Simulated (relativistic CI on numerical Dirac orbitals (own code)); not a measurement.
# What each ingredient does to the levels of Tb⁵⁰⁺

Base calculation: Dirac-Coulomb-Breit CI, orbitals from a KLI potential per configuration, model QED, unscaled Slater integrals.

CI space (outside the closed core [Ne]): 3s²3p³, 3s3p⁴, 3s²3p²3d, 3p⁵, 3s3p³3d, 3p⁴3d, 3s3p²3d², 3s²3p3d4p, 3p⁴4s, 3s3p²3d4s, 3s²3p²4s, 3p⁴4p, 3s²3p3d², 3s²3d³, 3s3p3d³, 3s²3d²4s, 3p³3d², 3p²3d³, 3p²3d²4s, 3s²3p3d4s, 3s3p3d²4s, 3s²3d4s², 3s3p²3d4p, 3s3p3d²4p, 3p²3d²4p, 3s3p3d4s4p. Double excitations out of closed p, d and f shells are left out; levels of such configurations are missing from the list, as are those of other unlisted configurations, and high levels can miss mixing partners.

The lowest level and the first level of each name with at least 55 % of one term (blank where a level has no safe partner in the second run):

```
          Level  Base (eV)  Shift (eV)
  3s²3p³ ²P°3/2      0.000       0.000
  3s²3p³ ²D°5/2    190.231      +0.002
  3s²3p³ ²P°1/2    203.246      +0.003
    3s3p⁴ ⁴P5/2    322.570      +0.248
 3s²3p²3d ⁴D1/2    374.919      +0.322
 3s²3p²3d ²G9/2    428.219      +0.323
 3s²3p²3d ²F7/2    449.249      +0.324
    3s3p⁴ ⁴P3/2    514.485      +0.254
    3s3p⁴ ²D5/2    528.895      +0.255
 3s²3p²3d ⁴F9/2    612.830      +0.325
3s²3p3d² ⁴G°7/2    624.398      +0.525
```

At this charge energies of transitions that change n are usually good to better than 1 %, and those within a shell (Δn = 0) to a few per cent.

(1) One thing was changed in a second run, which moved the levels as shown. Which?
A. configuration mixing switched off
B. P86 correlation estimate
C. QED terms removed
D. Breit term removed

Results:

(1) B. P86 correlation estimate. A correlation estimate moves all levels of a configuration together before mixing; mixed levels move by a weighted share.

LS names give the leading component of a level, which can be under half, so a name can repeat, a term be missing and a line seem to break the LS rules.
